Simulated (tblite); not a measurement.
Record of a relaxation.

Compound: C6H6BrN3.
Bonds: Br1–C2, C2–N3 (aromatic), N3–N4 (aromatic), N4–N5 (aromatic), N5–C6 (aromatic), C6–C7 (aromatic), C7–C8, C8–C9, C9–C10, C2–C7 (aromatic), C8–C10. Hydrogens: H11 on C6; H12 on C8; H13, H14 on C9; H15, H16 on C10.

Computed with GFN2-xTB (tblite), gas phase: L-BFGS steps from a force-field or distance-geometry start until the largest atomic force falls under 0.01 eV/Å. 12 of its 117 geometries are shown.

Step 0: E = -780.0470 eV, largest atomic force 2.131 eV/Å
```
atom  x, y, z in Å  |  force x, y, z in eV/Å
Br1     0.803    2.859   -0.579    0.049  -0.036   0.034
C2      1.460    1.129   -0.180    1.793   0.875   0.381
N3      2.786    1.066    0.154   -1.578  -0.682  -0.428
N4      3.317   -0.080    0.408   -0.713  -0.313   0.026
N5      2.636   -1.197    0.376   -0.955   1.371  -0.528
C6      1.323   -1.136    0.046    1.479  -1.403   0.620
C7      0.638    0.025   -0.235   -0.991  -0.074  -0.336
C8     -0.819    0.036   -0.597   -0.191  -0.129   0.404
C9     -1.814   -0.852    0.128    0.019   0.304  -0.136
C10    -1.844    0.631    0.351    0.098   0.138   0.007
H11     0.833   -2.105    0.021    0.011   0.112   0.013
H12    -1.030    0.175   -1.661    0.294   0.094   0.295
H13    -2.632   -1.284   -0.441    0.283   0.019   0.033
H14    -1.489   -1.468    0.953    0.118  -0.018  -0.088
H15    -2.662    1.208   -0.080    0.329  -0.159   0.150
H16    -1.514    1.003    1.324   -0.043  -0.099  -0.446
```

Step 11: E = -780.2131 eV, largest atomic force 0.089 eV/Å
```
atom  x, y, z in Å  |  force x, y, z in eV/Å
Br1     0.782    2.867   -0.583   -0.043  -0.078   0.001
C2      1.442    1.130   -0.183    0.004   0.033   0.006
N3      2.719    1.061    0.132    0.013   0.008   0.007
N4      3.267   -0.075    0.404   -0.006   0.018  -0.008
N5      2.605   -1.175    0.361   -0.050  -0.019   0.001
C6      1.315   -1.174    0.059    0.037  -0.039   0.034
C7      0.617    0.001   -0.224   -0.059   0.026  -0.042
C8     -0.817    0.034   -0.578    0.038  -0.023   0.014
C9     -1.805   -0.844    0.132    0.020   0.016  -0.036
C10    -1.830    0.636    0.359    0.055   0.018  -0.054
H11     0.828   -2.140    0.034   -0.001   0.017   0.017
H12    -0.971    0.215   -1.640   -0.014   0.016   0.079
H13    -2.593   -1.292   -0.454   -0.008   0.007   0.028
H14    -1.454   -1.470    0.940    0.019   0.018  -0.051
H15    -2.624    1.218   -0.080   -0.010   0.012   0.032
H16    -1.487    1.017    1.310    0.005  -0.031  -0.027
```

Step 21: E = -780.2175 eV, largest atomic force 0.037 eV/Å
```
atom  x, y, z in Å  |  force x, y, z in eV/Å
Br1     0.739    2.844   -0.589    0.024  -0.016  -0.002
C2      1.436    1.124   -0.187   -0.011   0.020  -0.008
N3      2.712    1.065    0.132   -0.016  -0.006   0.003
N4      3.262   -0.072    0.406   -0.016  -0.006  -0.019
N5      2.602   -1.174    0.371   -0.019   0.000   0.025
C6      1.312   -1.181    0.070   -0.007   0.022   0.000
C7      0.616   -0.009   -0.231    0.000   0.018  -0.008
C8     -0.814    0.037   -0.589    0.004  -0.026  -0.012
C9     -1.801   -0.840    0.120    0.005  -0.014  -0.017
C10    -1.816    0.638    0.359    0.029   0.010   0.002
H11     0.822   -2.145    0.060    0.033   0.012   0.010
H12    -0.972    0.238   -1.643   -0.003   0.000  -0.002
H13    -2.600   -1.282   -0.453   -0.013  -0.012  -0.008
H14    -1.431   -1.468    0.916   -0.025  -0.024  -0.006
H15    -2.612    1.228   -0.066    0.005   0.007   0.018
H16    -1.463    1.004    1.311    0.010   0.015   0.026
```

Step 32: E = -780.2205 eV, largest atomic force 0.057 eV/Å
```
atom  x, y, z in Å  |  force x, y, z in eV/Å
Br1     0.730    2.841   -0.608    0.002  -0.016  -0.022
C2      1.427    1.123   -0.206    0.003  -0.005  -0.019
N3      2.702    1.072    0.118   -0.011   0.005   0.011
N4      3.255   -0.057    0.416   -0.020  -0.017  -0.019
N5      2.596   -1.160    0.406    0.007   0.003   0.018
C6      1.309   -1.177    0.091   -0.021   0.023  -0.023
C7      0.613   -0.016   -0.249    0.047  -0.002   0.032
C8     -0.817    0.030   -0.605    0.013   0.009   0.007
C9     -1.807   -0.844    0.101   -0.005  -0.005  -0.002
C10    -1.793    0.629    0.371   -0.002   0.003   0.012
H11     0.827   -2.145    0.103    0.002   0.017  -0.002
H12    -0.986    0.254   -1.653    0.012   0.002  -0.012
H13    -2.623   -1.258   -0.468   -0.015   0.001  -0.027
H14    -1.443   -1.501    0.876    0.003   0.000   0.016
H15    -2.586    1.244   -0.023   -0.009  -0.005   0.001
H16    -1.411    0.974    1.319   -0.006  -0.014   0.028
```

Step 42: E = -780.2232 eV, largest atomic force 0.061 eV/Å
```
atom  x, y, z in Å  |  force x, y, z in eV/Å
Br1     0.726    2.829   -0.689    0.029  -0.019  -0.010
C2      1.429    1.124   -0.234    0.005  -0.025  -0.027
N3      2.702    1.079    0.096   -0.016   0.009   0.027
N4      3.249   -0.043    0.430   -0.011  -0.018  -0.036
N5      2.590   -1.145    0.439    0.019   0.004   0.032
C6      1.306   -1.169    0.117   -0.010   0.016  -0.029
C7      0.614   -0.014   -0.249    0.046  -0.012   0.039
C8     -0.814    0.032   -0.604    0.000   0.042   0.014
C9     -1.814   -0.849    0.076   -0.025  -0.006   0.010
C10    -1.778    0.613    0.397   -0.021  -0.002   0.011
H11     0.818   -2.135    0.141    0.028   0.007   0.015
H12    -0.977    0.282   -1.646   -0.036   0.042  -0.002
H13    -2.636   -1.223   -0.512   -0.028  -0.029  -0.026
H14    -1.472   -1.537    0.833    0.029  -0.020   0.002
H15    -2.565    1.255    0.035   -0.002  -0.003  -0.012
H16    -1.385    0.908    1.359   -0.007   0.014  -0.008
```

Step 53: E = -780.2318 eV, largest atomic force 0.070 eV/Å
```
atom  x, y, z in Å  |  force x, y, z in eV/Å
Br1     0.787    2.774   -0.958    0.016   0.010   0.010
C2      1.450    1.113   -0.320   -0.006   0.003  -0.025
N3      2.715    1.087    0.036   -0.013   0.014   0.002
N4      3.248   -0.010    0.463    0.015  -0.027  -0.042
N5      2.586   -1.108    0.515   -0.009  -0.015   0.053
C6      1.302   -1.145    0.189   -0.001   0.000  -0.005
C7      0.614   -0.010   -0.238    0.002   0.015   0.010
C8     -0.816    0.066   -0.574    0.007   0.058   0.015
C9     -1.840   -0.859    0.004    0.012  -0.016   0.006
C10    -1.780    0.556    0.481    0.004   0.007  -0.009
H11     0.825   -2.112    0.265   -0.034   0.014   0.010
H12    -0.993    0.444   -1.574    0.013   0.017  -0.047
H13    -2.657   -1.157   -0.634   -0.019  -0.001   0.000
H14    -1.520   -1.629    0.686    0.039  -0.053   0.025
H15    -2.541    1.256    0.175   -0.021  -0.016   0.004
H16    -1.390    0.744    1.471   -0.004  -0.010  -0.006
```

Step 63: E = -780.2476 eV, largest atomic force 0.277 eV/Å
```
atom  x, y, z in Å  |  force x, y, z in eV/Å
Br1     0.950    2.701   -1.315   -0.017   0.056  -0.035
C2      1.506    1.097   -0.470   -0.007   0.065   0.018
N3      2.769    1.051   -0.116   -0.014  -0.010   0.039
N4      3.241    0.003    0.474    0.210   0.014  -0.027
N5      2.529   -1.045    0.666   -0.067  -0.012   0.007
C6      1.248   -1.061    0.329    0.055  -0.039   0.089
C7      0.609    0.048   -0.224   -0.225  -0.058  -0.150
C8     -0.824    0.146   -0.540    0.010   0.226   0.104
C9     -1.835   -0.874   -0.114   -0.028  -0.066  -0.102
C10    -1.790    0.433    0.597    0.012   0.050   0.035
H11     0.734   -1.990    0.516   -0.087  -0.059   0.031
H12    -1.012    0.700   -1.453   -0.026  -0.033  -0.027
H13    -2.671   -1.060   -0.773    0.069   0.004  -0.056
H14    -1.490   -1.757    0.394    0.015  -0.079   0.112
H15    -2.575    1.153    0.416    0.081  -0.039   0.005
H16    -1.396    0.465    1.603    0.019  -0.020  -0.042
```

Step 74: E = -780.2930 eV, largest atomic force 0.178 eV/Å
```
atom  x, y, z in Å  |  force x, y, z in eV/Å
Br1     1.184    2.564   -1.752   -0.038  -0.091   0.052
C2      1.574    1.054   -0.653   -0.013  -0.002  -0.005
N3      2.842    0.912   -0.335   -0.007  -0.061  -0.012
N4      3.232   -0.071    0.407   -0.009   0.049   0.013
N5      2.404   -0.950    0.852    0.060   0.045  -0.072
C6      1.118   -0.862    0.569    0.052  -0.057  -0.004
C7      0.580    0.168   -0.212   -0.023   0.109   0.056
C8     -0.852    0.315   -0.465   -0.053   0.003   0.088
C9     -1.770   -0.871   -0.297   -0.004   0.105  -0.006
C10    -1.797    0.214    0.722    0.017  -0.056  -0.066
H11     0.500   -1.652    0.970    0.017   0.023   0.077
H12    -1.109    1.044   -1.226    0.064  -0.052   0.047
H13    -2.585   -0.949   -1.001   -0.025  -0.012   0.054
H14    -1.331   -1.820   -0.028   -0.075   0.020  -0.075
H15    -2.642    0.890    0.745    0.125  -0.059   0.004
H16    -1.355    0.021    1.694   -0.087   0.034  -0.151
```

Step 84: E = -780.3153 eV, largest atomic force 0.065 eV/Å
```
atom  x, y, z in Å  |  force x, y, z in eV/Å
Br1     1.187    2.426   -1.919   -0.042   0.005   0.010
C2      1.577    1.014   -0.704   -0.003   0.025  -0.011
N3      2.850    0.882   -0.404   -0.003  -0.044  -0.048
N4      3.248   -0.063    0.379    0.008   0.007   0.007
N5      2.420   -0.904    0.890    0.008  -0.040   0.049
C6      1.124   -0.804    0.657    0.021   0.030   0.021
C7      0.580    0.187   -0.169    0.022   0.017  -0.014
C8     -0.851    0.355   -0.406    0.019   0.019  -0.021
C9     -1.780   -0.835   -0.377   -0.005  -0.031  -0.001
C10    -1.806    0.133    0.748   -0.002   0.025   0.021
H11     0.501   -1.532    1.158    0.014  -0.038  -0.007
H12    -1.091    1.148   -1.104   -0.012  -0.003   0.043
H13    -2.603   -0.839   -1.074    0.017   0.027  -0.041
H14    -1.346   -1.810   -0.218    0.001  -0.021   0.009
H15    -2.635    0.817    0.834   -0.021  -0.022   0.008
H16    -1.382   -0.167    1.696   -0.023   0.045  -0.024
```

Step 95: E = -780.3202 eV, largest atomic force 0.021 eV/Å
```
atom  x, y, z in Å  |  force x, y, z in eV/Å
Br1     1.175    2.373   -1.970    0.000   0.021  -0.002
C2      1.581    0.993   -0.725    0.001   0.004   0.000
N3      2.859    0.835   -0.463    0.001  -0.001  -0.012
N4      3.256   -0.084    0.351    0.009  -0.001  -0.008
N5      2.425   -0.888    0.915    0.004  -0.001   0.003
C6      1.127   -0.776    0.701   -0.002  -0.003   0.011
C7      0.581    0.205   -0.137   -0.001  -0.003   0.005
C8     -0.849    0.385   -0.365    0.009  -0.007   0.005
C9     -1.765   -0.818   -0.405   -0.007   0.000  -0.018
C10    -1.827    0.108    0.755   -0.008  -0.008   0.003
H11     0.506   -1.492    1.220   -0.005  -0.009   0.011
H12    -1.090    1.204   -1.032   -0.001  -0.002  -0.010
H13    -2.564   -0.796   -1.129   -0.013  -0.003  -0.005
H14    -1.324   -1.795   -0.275    0.015   0.001   0.008
H15    -2.674    0.769    0.844    0.007   0.017   0.001
H16    -1.424   -0.215    1.703   -0.012  -0.004   0.007
```

Step 105: E = -780.3210 eV, largest atomic force 0.025 eV/Å
```
atom  x, y, z in Å  |  force x, y, z in eV/Å
Br1     1.175    2.392   -1.947   -0.009   0.014  -0.006
C2      1.580    0.993   -0.723    0.004   0.000  -0.013
N3      2.860    0.821   -0.480    0.006   0.018   0.003
N4      3.259   -0.099    0.333    0.015  -0.006  -0.006
N5      2.427   -0.887    0.916   -0.006  -0.019   0.006
C6      1.128   -0.770    0.710   -0.004  -0.007   0.004
C7      0.581    0.206   -0.133   -0.003   0.013   0.002
C8     -0.849    0.384   -0.364    0.008   0.000   0.008
C9     -1.763   -0.821   -0.407    0.002   0.010  -0.006
C10    -1.834    0.108    0.750   -0.003  -0.009   0.007
H11     0.506   -1.479    1.237    0.000  -0.008   0.017
H12    -1.089    1.200   -1.034    0.002   0.002  -0.006
H13    -2.556   -0.806   -1.138   -0.001  -0.004   0.007
H14    -1.315   -1.793   -0.268   -0.013  -0.005  -0.001
H15    -2.677    0.775    0.836   -0.011   0.002  -0.022
H16    -1.441   -0.216    1.702    0.014  -0.001   0.007
```

Step 116: E = -780.3215 eV, largest atomic force 0.007 eV/Å
```
atom  x, y, z in Å  |  force x, y, z in eV/Å
Br1     1.170    2.422   -1.911    0.000   0.003  -0.003
C2      1.580    1.000   -0.715   -0.003  -0.003   0.000
N3      2.861    0.820   -0.481   -0.001   0.002   0.001
N4      3.261   -0.114    0.315    0.002   0.000   0.000
N5      2.430   -0.898    0.904   -0.001  -0.007   0.002
C6      1.129   -0.772    0.710    0.001   0.000   0.001
C7      0.583    0.206   -0.131   -0.003  -0.003   0.000
C8     -0.847    0.378   -0.370    0.000   0.002  -0.004
C9     -1.761   -0.827   -0.402    0.004  -0.001  -0.003
C10    -1.837    0.116    0.744   -0.004   0.002   0.000
H11     0.508   -1.476    1.246    0.005   0.002   0.000
H12    -1.085    1.186   -1.051   -0.001  -0.004   0.003
H13    -2.553   -0.821   -1.134    0.002   0.000   0.000
H14    -1.318   -1.800   -0.248    0.001   0.002  -0.001
H15    -2.682    0.783    0.812   -0.003   0.003   0.003
H16    -1.448   -0.194    1.702    0.001   0.001   0.000
```

Question: Summarise the path.

Answer: The energy falls by 0.2745 eV from step 0 to step 116; nine tenths of that is first reached at step 75. It rises by more than 0.2 meV at step 70. The largest force goes from 2.131 to 0.007 eV/Å. Among the bonds C2–N3 changes most, from 1.369 to 1.314 Å; the atoms move by 0.904 Å rms after alignment.

What follows is the cost of the whole relaxation. On one thread, Arm Neoverse V1 (aarch64), shared host with 32 logical CPUs at a one-minute load of 15, this took 0.98 s.
